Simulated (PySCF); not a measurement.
Spectrum to structure. Method used: TDDFT PBE0/def2-SVPD, vertical, gas phase, core orbitals frozen in the response in PySCF 2.14.0, density-fitted response routines. Geometries: GFN2-xTB, one conformer each.

```csv
state,ν̃ (cm⁻¹),f,"main configurations (H = HOMO, L = LUMO)"
S1,39950,0.0050,"H→L (73%), H→L+1 (14%), H-1→L+1 (10%)"
S2,42110,0.0037,"H-1→L (57%), H-1→L+1 (33%)"
S3,49100,0.041,"H→L+1 (37%), H→L+2 (33%), H-1→L (9%)"
S4,49450,0.065,"H→L+2 (37%), H-1→L (20%), H-1→L+1 (17%)"
S5,51200,0.459,"H→L+1 (33%), H→L+2 (26%), H-1→L+1 (13%)"
S6,51610,0.181,"H-1→L+2 (61%), H-1→L+1 (24%)"
S7,55200,0.011,H→L+3 (95%)
S8,56120,0.0035,H-1→L+3 (94%)
```

Question: Which structure fits? All have the formula C5H10N2.
A. `C=C/C(C)=N\NC`
B. `NCC1=CCNC1`
C. `N(/N=C\C)=C(C)C`

Answer: C. Its S1 lies at 4.95 eV; the nearest of the others has S1 at 4.45 eV. S1 is HOMO→LUMO (73%), HOMO→LUMO+1 (14%), HOMO-1→LUMO+1 (10%). Löwdin shares by element: HOMO nitrogen 57%, carbon 25% or more (atoms not listed hold the other 18%); LUMO nitrogen 40%, carbon 32% or more (atoms not listed hold the other 29%). At the same level the other candidates give, for their lowest levels:
- `C=C/C(C)=N\NC`: 4.45 eV (f 0.387); 5.00 eV (f 0.005); 5.39 eV (f 0.004); 6.03 eV (f 0.005); 6.14 eV (f 0.023); T1 2.66 eV; HOMO -5.82, LUMO -0.91 eV
- `NCC1=CCNC1`: 5.65 eV (f 0.006); 5.87 eV (f 0.013); 6.27 eV (f 0.014); 6.38 eV (f 0.001); 6.44 eV (f 0.018); T1 4.36 eV; HOMO -6.46, LUMO 0.52 eV

The values belong to the conformer `[CH3:1]/[CH:2]=[N:3]\[N:4]=[C:5]([CH3:6])[CH3:7]`: C2–N3–N4–C5 99°.
Triplets come from the Tamm–Dancoff approximation.
